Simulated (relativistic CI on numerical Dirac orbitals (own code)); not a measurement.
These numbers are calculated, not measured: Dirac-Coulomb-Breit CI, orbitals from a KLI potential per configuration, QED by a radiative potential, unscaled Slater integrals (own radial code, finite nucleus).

The strongest absorption lines from the ground level of an ion, among the configurations computed and to levels below about 508 eV (vacuum wavelength in nm, gf): 2.4569 (0.18), 2.4612 (0.0023), 3.0198 (0.027), 3.0604 (0.0012), 3.2165 (0.13), 3.2207 (0.48), 24.818 (0.24), 48.873 (0.0001).

Which ion is it?
A. Ca XVII
B. Mg IX
C. S XV
D. S XIII

D. S XIII has 4 electrons and the ground level 2s2 1S_0; the strongest line goes to 2s 3p 1P°_1. The pattern of lines fixes the number of electrons, and along that sequence the line energies rise steadily with the charge (about as its square where n changes within one kind of shell, about linearly where n is kept but much faster in heavy ions where fine structure, which grows about as Z⁴, sets the gap, and irregularly where shells cross), which fixes Z. Configurations outside the model, such as inner-shell arrays, can give stronger lines. At this charge energies of transitions that change n are usually good to better than 1 %, and those within a shell (Δn = 0) to a few per cent.
